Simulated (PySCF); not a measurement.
# Löwdin shares of the frontier orbitals

Species: C₄H₆SSi.
Cartesian coordinates in Å at the PBE0-D3(BJ)/def2-SVP level; atoms count from 1:
```xyz
12
C4H6SSi angstrom
Si     2.264    0.048   -0.167
C      0.400   -0.021   -0.107
C     -0.415    0.405    0.922
C     -1.800    0.215    0.665
C     -2.026   -0.357   -0.560
S     -0.560   -0.659   -1.393
H      2.741    0.881   -1.312
H      2.854   -1.317   -0.316
H      2.730    0.653    1.116
H     -0.025    0.846    1.842
H     -2.597    0.489    1.358
H     -2.983   -0.614   -1.015
```

Method: PySCF, TDDFT PBE0/def2-SVPD, vertical, gas phase, core orbitals frozen in the response.

Kohn–Sham orbitals with the atoms that hold most of them (Löwdin shares over 4%, at most four atoms; ? is withheld):

```tsv
orbital	ε (eV)	atoms
HOMO-3	-9.75	Si1 37%, H8 22%, H7 22%, C2 6%
HOMO-2	-9.66	Si1 27%, H9 26%, S6 20%, C2 13%
HOMO-1	-7.43	?
HOMO	?	C2 28%, C5 26%, C4 15%, C3 13%
LUMO	-0.91	?
LUMO+1	0.33	S6 42%, Si1 22%, C2 6%, H8 6%
LUMO+2	0.59	S6 36%, Si1 19%, C3 7%, C5 6%
```

Problem. Give the leading atoms of the HOMO-1.

Solution. S6 (bonded to 2 C) 43%; C3 (bonded to 2 C and H) 20%; C4 (bonded to 2 C and H) 18%; C2 (bonded to C, S and Si) 9%. By element: carbon 46% or more, sulfur 43%.

Problem. Which atoms hold the LUMO, and with what shares?

Solution. C5 (bonded to C, S and H) 20%; S6 (bonded to 2 C) 20%; C2 (bonded to C, S and Si) 20%; C3 (bonded to 2 C and H) 14%. By element: carbon 55% or more, sulfur 20%.

Problem. What is the HOMO energy, and the HOMO–LUMO gap?

Solution. ε(HOMO) = -7.05 eV; the gap is 6.14 eV (0.2257 hartree).

Problem. How does S1 compare with the orbital gap of 6.14 eV?

Solution. S1 is at 5.49 eV (f = 0.166), 0.65 eV below the gap, made of HOMO→LUMO (86%), HOMO-1→LUMO (9%). 

Problem. Give energy, strength and leading configuration of S1, S2, S3 and S4, and follow the Löwdin shares of the leading atoms from the occupied to the empty orbital.

Solution. 
- S1 (5.49 eV, f 0.166), HOMO→LUMO (86%): C2 28% → 20%, C5 26% → 20%, S6 at most 13% → 20%
- S2 (5.68 eV, f 0.095), HOMO-1→LUMO (78%): S6 43% → 20%, C3 20% → 14%, C5 at most 9% → 20%
- S3 (6.11 eV, f 0.0014), HOMO→LUMO+1 (92%): C2 28% → 6%, C5 26% → at most 6%, S6 at most 13% → 42%, Si1 at most 13% → 22%
- S4 (6.35 eV, f 0.0000), HOMO-1→LUMO+1 (83%): S6 43% → 42%, C3 20% → at most 6%, Si1 at most 9% → 22%

Löwdin shares depend on the basis, the more so with diffuse functions.
